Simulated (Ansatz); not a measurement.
(CdS)4 ring (Cd₄S₄), relaxed as a singlet with RKS PBE-D4/def2-SVP in Ansatz, starting from the GFN2-xTB geometry. Force threshold 0.02 eV/Å.

In the def2 sets Cd takes a core potential; there is no spin–orbit coupling.

Start:

```
atom    x (Å)    y (Å)    z (Å)
 Cd1   1.2814   1.6869   1.2665
 Cd2  -0.9883  -0.7833   2.0401
 Cd3  -1.2735  -1.6936  -1.2656
 Cd4   0.9776   0.7927  -2.0411
  S5   0.2664   0.8624   3.3168
  S6  -2.2536  -2.4644   0.8221
  S7  -0.2571  -0.8722  -3.3154
  S8   2.2471   2.4715  -0.8233
```

Task: Estimate the energy that the relaxation releases and the steps that it takes.

Result: 4.3 kcal/mol, in 3 steps; 8 s on 4 threads of Arm Neoverse V2 on a shared host. No frequencies were taken in this run, so the end may be a saddle point.

Task: Does the start keep its bonding and symmetry?

Result: By distances, no bond broke or formed. The bond that changes most is Cd4–S7, from 2.43 to 2.36 Å (atoms count from 1). Point group C2h at the start, D4h at the end, both within 0.05 Å.

Task: Predict the relaxed structure.

Result: 
```csv
atom,x (Å),y (Å),z (Å)
Cd1,1.241,1.645,1.232
Cd2,-0.981,-0.788,2.041
Cd3,-1.241,-1.645,-1.232
Cd4,0.981,0.788,-2.041
S5,0.259,0.839,3.225
S6,-2.192,-2.393,0.798
S7,-0.250,-0.847,-3.223
S8,2.184,2.400,-0.800
```
Bond lengths (bridged metal pairs left out): 8 × Cd–S 2.36 Å.
